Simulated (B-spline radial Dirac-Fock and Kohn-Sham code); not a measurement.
## The free beryllium atom: differential elastic cross section for electrons at 82.5 eV

Calculated with a radial B-spline solver, using relativistic (Dirac) partial waves in the static field of the Dirac-Fock atom with Furness-McCarthy exchange, without polarisation or absorption potentials. Below a few hundred eV the neglected polarisation potential matters, most of all at small angles.

The run's input, task.json:

```json
{"items": [{
  "Z": 4,
  "q": 0,
  "cfg": [[1, 0, 2], [2, 0, 2]],
  "A": 9,
  "rrms": 2.519,
  "do": "elastic",
  "energies": [[82.5, 0]],
  "theta": [0, 0.5, 1, 2, 4, 8, 12, 16, 24, 32, 45, 60, 75, 90, 105, 120, 135, 150, 165, 180]
}]}
```

Command: `python xray2_run.py task.json out`

```csv
θ (°),dσ/dΩ (Å²/sr)
0,7.02
0.5,7.01
1,6.99
2,6.92
4,6.64
8,5.66
12,4.39
16,3.17
24,1.46
32,0.664
45,0.248
60,0.127
75,0.0862
90,0.0692
105,0.0622
120,0.0596
135,0.0591
150,0.0593
165,0.0596
180,0.0598
```

The total elastic cross section is 3.46 Å², the first transport cross section 1.04 Å² and the second, weighted with (3/2) sin²θ, 1.48 Å². The mean deflection is ⟨1 − cos θ⟩ = 0.301, and 11 % of the collisions scatter beyond 90°.

On this grid of angles the cross section has a minimum near 135°, from interference among the few low partial waves with large phase shifts.

Phase shifts modulo π (rad) for κ = −1 to −5: -0.705, 1.149, 0.605, 0.349, 0.203.
